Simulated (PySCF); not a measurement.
Cd(NH2)(GeH3) (CdGeH5N), SMILES [NH2][Cd][GeH3].

Geometry: B3LYP-D3(BJ)/def2-SVP. The structure was generated by enumeration; whether it is a known compound was not checked. The def2 effective core potentials stand for the cores of Cd; spin–orbit coupling is left out. The values are those of a single conformer.

Calculation: C-PCM-PBE0/def2-SVP run with PySCF.

The values are the electrostatic part of the solvation free energy, E(continuum) − E(gas) at the gas-phase geometry, in a cavity of scaled van der Waals radii (PySCF's table); cavitation and dispersion terms are not included. A continuum can't describe solvent molecules that bind to the metal. In vacuum the orbital gap is 5.63 eV. The dipole moment in vacuum is 1.26 D.

| solvent | ε | ΔG(elec) (kcal/mol) | dipole (D) | gap (eV) |
|---|---|---|---|---|
| water | 78.36 | -9.0 | 1.84 | 6.19 |
| methanol | 32.61 | -8.8 | 1.83 | 6.17 |
| dimethylsulfoxide | 46.83 | -8.9 | 1.84 | 6.18 |
